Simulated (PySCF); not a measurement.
# Which determinant of SbO lies lowest?

Unrestricted PBE0; basis Sb cc-pVDZ-PP with ECP28, O cc-pVDZ; scalar-relativistic core potentials; PySCF 2.14. Outer shells of the fragments: Sb 4d10 5s2 5p3; O 2s2 2p4.

Followed along the bond (rough minima from three points):

```json
{"2Ms+1": "2", "unpaired": "π ↑", "⟨S²⟩ at the start": "0.97", "R at minimum (Å)": "1.85", "Te (eV)": "0.00"}
{"2Ms+1": "4", "unpaired": "π ↑↑↑", "⟨S²⟩ at the start": "3.76", "R at minimum (Å)": "none in the scan", "Te (eV)": "≤ 1.39"}
{"2Ms+1": "6", "unpaired": "σ ↑↑, π ↑↑↑", "⟨S²⟩ at the start": "8.76", "R at minimum (Å)": "none in the scan", "Te (eV)": "≤ 5.72"}
```

Solutions found at the starting distance of 1.965 Å, counted from the lowest of them; the search is not exhaustive and high or unbound solutions are not listed, so other states can lie among these:

```tsv
2Ms+1	unpaired	term	E (eV)	⟨S²⟩	⟨Lz²⟩	μ (D)
2	π ↑	²Π	0.00	0.97	1.02	-3.46
4	π ↑↑↑	⁴Π	1.24	3.76	1.00	-1.71
2	π ↑↑↓	mixed	1.64	1.76	3.02	-1.75
4	σ ↑, π ↑↑	⁴Σ⁻	2.22	3.76	0.00	-2.81
2	σ ↓, π ↑↑	mixed	2.64	1.76	0.00	-2.85
2	σ ↑	mixed	3.12	1.22	0.00	-2.47
4	σ ↑, π ↑↑	mixed	4.28	3.76	2.01	-1.25
4	σ ↑, π ↑↑	mixed	4.69	3.76	2.00	-1.47
6	σ ↑↑, π ↑↑↑	⁶Π	6.59	8.76	1.00	0.47
6	σ ↑, π ↑↑↑↑	⁶Σ⁺	6.94	8.75	0.00	2.93
```

A term symbol is given only where ⟨S²⟩ and ⟨Lz²⟩ are close to those of a pure state; real π, δ and φ orbitals otherwise mix terms. A positive dipole means Sb(−)O(+).

Spin–orbit coupling is left out. Counting both spins, an empty level lies below a filled one in some of these solutions, because spin and occupation are held.
